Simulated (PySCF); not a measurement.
Br3ORe, neutral, multiplicity 3. Atoms are numbered in the order given.

```xyz
5

Re     0.0000     0.0000    -0.4755
O      0.0000     0.0000    -2.1453
Br     1.8951    -1.0942     0.5031
Br     0.0000     2.1883     0.5031
Br    -1.8951    -1.0942     0.5031
```
Charge 0, spin multiplicity 3.

The structure is a stationary point at PBE0-D3(BJ)/def2-SVP. The multiplicity is an assumed one; other spin states were not compared. The def2 effective core potentials stand for the cores of Re; spin–orbit coupling is left out.

Level of theory: PySCF with M06-2X/def2-TZVP.

ESP charges are fitted to the potential on shells at 1.4 to 2.0 van der Waals radii. Atomic charges (e):

```tsv
atom	ESP fit	Mulliken	Löwdin	Mulliken spin
Re1	(withheld)	1.07	-0.12	1.67
O2	(withheld)	-0.38	-0.22	0.00
Br3	(withheld)	-0.23	0.11	0.11
Br4	(withheld)	-0.23	0.11	0.11
Br5	(withheld)	-0.23	0.11	0.11
```

Task: Some entries are withheld; supply them. (The exact figures need the calculation; the answer reports its results.)

Result: 
- Re1, ESP fit: 0.24
- O2, ESP fit: -0.12
- Br3, ESP fit: -0.04
- Br4, ESP fit: -0.04
- Br5, ESP fit: -0.04
